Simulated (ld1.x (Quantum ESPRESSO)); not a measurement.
# Reading a pseudo-wave (W)

Columns: radius, all-electron u(r) and pseudo u(r) of the 6p shell (level -12.87 eV) of tungsten in the configuration [Xe] 4f14 5d4 6s0 6p0; PBEsol, scalar-relativistic, TM scheme, ld1.x (Quantum ESPRESSO) 7.5.

| r (bohr) | all-electron | pseudo |
| --- | --- | --- |
| 0.148 | -0.1216 | 0.0021 |
| 0.295 | 0.1251 | 0.0085 |
| 0.443 | 0.1438 | 0.0191 |
| 0.590 | -0.0429 | 0.0340 |
| 0.738 | -0.2133 | 0.0533 |
| 0.885 | -0.2940 | 0.0769 |
| 1.033 | -0.2914 | 0.1051 |
| 1.180 | -0.2303 | 0.1376 |
| 1.328 | -0.1349 | 0.1749 |
| 1.475 | -0.0250 | 0.2162 |
| 1.623 | 0.0881 | 0.2620 |
| 1.770 | 0.1950 | 0.3108 |
| 1.918 | 0.2923 | 0.3623 |
| 2.065 | 0.3764 | 0.4140 |
| 2.213 | 0.4475 | 0.4646 |
| 2.360 | 0.5045 | 0.5108 |
| 2.508 | 0.5489 | 0.5505 |
| 2.655 | 0.5810 | 0.5812 |
| 2.802 | 0.6023 | 0.6023 |
| 2.950 | 0.6142 | 0.6142 |
| 3.098 | 0.6177 | 0.6177 |
| 3.245 | 0.6142 | 0.6142 |
| 3.393 | 0.6049 | 0.6049 |
| 3.540 | 0.5908 | 0.5908 |
| 3.688 | 0.5729 | 0.5729 |
| 3.835 | 0.5522 | 0.5522 |

Question: How many radial nodes do the two functions have?

Answer: The all-electron 6p function has n − l − 1 = 4 (the table is too coarse to show those close to the nucleus); the pseudo-wave has 0, since the states of the same l below it are removed with the core.

Question: At about which radius was the pseudo-wave matched?

Answer: 2.95 bohr. The columns agree to 0.0005 from 2.65 bohr on; several derivatives are matched, so the curves merge somewhat inside the radius.

Question: Where does each function peak?

Answer: Outermost all-electron maximum near 3.10 bohr, pseudo maximum near 3.10 bohr (to the table’s step).

Question: Is the pseudo-wave norm-conserving?

Answer: Yes: the TM scheme keeps the norm inside the radius equal to the all-electron one, which fixes the energy derivative of the logarithmic derivative at the level.
